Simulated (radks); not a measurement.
The numbers below are computed, except where a source is named.
All-electron atom: Tc in [Kr] 4d5 5s2. Code: a radial shooting solver on a logarithmic mesh with Libxc functionals. Model: Dirac Kohn-Sham, PBE, spin-unpolarised, spherical densities, finite nucleus; open shells fill j = l - 1/2 first; Fermi nuclear charge, rms radius 4.4112 fm.

Unscreened Slater integrals over Kohn-Sham orbitals (cm^-1). Large and small components are both included. Empty in this configuration: 5p1/2.

F0(5s1/2,5s1/2): 60021
F0(5s1/2,4d5/2): 72890
G2(5s1/2,4d5/2): 14960
F0(5s1/2,4d3/2): 73058
G2(5s1/2,4d3/2): 14572
F0(5s1/2,4p3/2): 76570
G1(5s1/2,4p3/2): 4601.3
F0(5s1/2,5p1/2): 49127
G1(5s1/2,5p1/2): 29452
F0(4d5/2,4d5/2): 115830
F2(4d5/2,4d5/2): 56359
F4(4d5/2,4d5/2): 36325
F0(4d5/2,4d3/2): 116570
F2(4d5/2,4d3/2): 56753
G2(4d5/2,4d3/2): 56734
G4(4d5/2,4d3/2): 36580
F0(4d5/2,4p3/2): 135340
F2(4d5/2,4p3/2): 64180
G1(4d5/2,4p3/2): 79197
G3(4d5/2,4p3/2): 48002
F0(4d5/2,5p1/2): 54906
G3(4d5/2,5p1/2): 5630.8
F0(4d3/2,4d3/2): 117330
F2(4d3/2,4d3/2): 57162
F0(4d3/2,4p3/2): 136480
F2(4d3/2,4p3/2): 65048
G1(4d3/2,4p3/2): 80552
G3(4d3/2,4p3/2): 48842
F0(4d3/2,5p1/2): 54978
G1(4d3/2,5p1/2): 7385.0
F0(4p3/2,4p3/2): 167140
F2(4p3/2,4p3/2): 87689
F0(4p3/2,5p1/2): 56464
G2(4p3/2,5p1/2): 1982.7
F0(5p1/2,5p1/2): 42694
